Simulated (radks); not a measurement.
The numbers below are computed, except where a source is named.
Question: These are the eigenvalues of the occupied orbitals of an atom or ion with whole-number occupations (hartree). Code: a radial shooting solver on a logarithmic mesh with Libxc functionals. Model: scalar-relativistic Kohn-Sham, PBE, spin-unpolarised, spherical densities, finite nucleus; Fermi nuclear charge, rms radius of each element as measured or else 0.836 A^(1/3) + 0.57 fm.

orbital  eigenvalue
1s        -1715.797
2s        -280.9489
2p        -250.6988
3s        -62.14367
3p        -52.68574
3d        -39.87303
4s        -12.89108
4p         -9.76928
4d         -5.38423
5s         -1.96636
5p         -1.17067
4f         -0.65284
5d         -0.22459
6s         -0.20663
6p         -0.08350

Which element is it, and in what charge state? The configuration may be excited.

Answer: Z = 62, samarium, charge 0: Sm in [Xe] 4f4 5d1 6s2 6p1. The list shows which subshells hold electrons but not how many an open one holds; the 1s level, -1715.8 hartree, gives Z - s = 58.6 by -(Z - s)^2/2, which with screening and relativity narrows Z to a few neighbours, and the depths of the outer levels then fix element, charge and occupations together.
